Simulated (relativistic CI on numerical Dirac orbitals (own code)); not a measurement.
# Hg LXIV: sensitivity of the levels to the model

Base calculation: Dirac-Coulomb-Breit CI, KLI orbitals optimised for each configuration, a model potential for QED, unscaled Slater integrals.

CI space (outside the closed core [Ne]): 3s²3p⁵, 3s²3p⁴3d, 3s3p⁶, 3s3p⁵3d, 3s3p⁴3d², 3p⁶3d, 3s²3p³3d4p, 3s²3p⁴4s, 3s3p⁴3d4s, 3p⁶4s, 3p⁶4p, 3s²3p⁴4p, 3s²3p⁴4d, 3s3p⁵4s, 3s²3p⁴4f, 3p⁵3d4p, 3s3p⁵4p, 3s3p⁵4d, 3s3p⁵4f, 3s²3p⁴5s, 3s²3p⁴5p, 3s²3p³4s4p, 3s²3p⁴5d, 3s²3p⁴5f, 3s²3p⁴5g, 3s3p⁴4s², 3s3p⁵5s, 3s3p⁵5p, 3s²3p³3d², 3s²3p²3d³, 3s3p³3d³, 3s²3p²3d²4s, 3s²3p²3d²4p, 3s²3p²3d²4d, 3p⁵3d², 3p⁴3d³, 3p⁴3d²4s, 3p⁴3d²4p, 3p⁴3d²4d, 3s²3p³3d4s, 3s3p³3d²4s, 3s²3p²3d4s², 3s²3p²3d4s4p, 3s²3p²3d4s4d, 3p⁵3d4s, 3p⁴3d4s², 3p⁴3d4s4p, 3p⁴3d4s4d, 3s²3p³4s², 3s3p³3d4s², 3s²3p²4s²4p, 3s²3p²4s²4d, 3s²3p³4p², 3s²3p²3d4p², 3s3p³3d4p², 3s²3p²4s4p², 3s²3p²4p³, 3s²3p²4p²4d. Double excitations out of closed p, d and f shells are left out; levels of such configurations are missing from the list, as are those of other unlisted configurations, and high levels can miss mixing partners. These lack a partner that the ground configuration has and come out too high: 3s²3p⁴4f, 3s3p⁵4p, 3s3p⁵4d, 3s3p⁵4f, 3s²3p⁴5s.

Variants: (1) only the first 3 configurations. Shifts of the energy above 3s²3p⁵ ²P°3/2, in eV, for the lowest level and the first level of each name with at least 55 % of one term (blank where a level changes its place among those of its configuration and J or its character, or is not in the variant):

```
         Level     Base    Δ(1)
 3s²3p⁵ ²P°3/2    0.000   0.000
3s²3p⁴3d ²D3/2  293.764  -2.297
3s²3p⁴3d ⁴F9/2  378.820  -3.616
3s²3p⁴3d ²P1/2  387.589  -2.145
3s²3p⁴3d ²D5/2  411.423  -2.785
 3s²3p⁵ ²P°1/2  507.868  +1.957
   3s3p⁶ ²S1/2  726.513  -0.493
3s²3p⁴3d ⁴D1/2  756.424  -1.634
3s²3p⁴3d ²G7/2  777.714  -2.151
3s²3p⁴3d ²G9/2  890.509  -1.990
```

At this charge energies of transitions that change n are usually good to better than 1 %, and those within a shell (Δn = 0) to a few per cent.

Ionisation energy from the two ground configurations alone: base 7065.05 eV. The NIST ASD value (theoretical) is 7066 eV.

LS names give the leading component of a level, which can be under half, so a name can repeat, a term be missing and a line seem to break the LS rules.
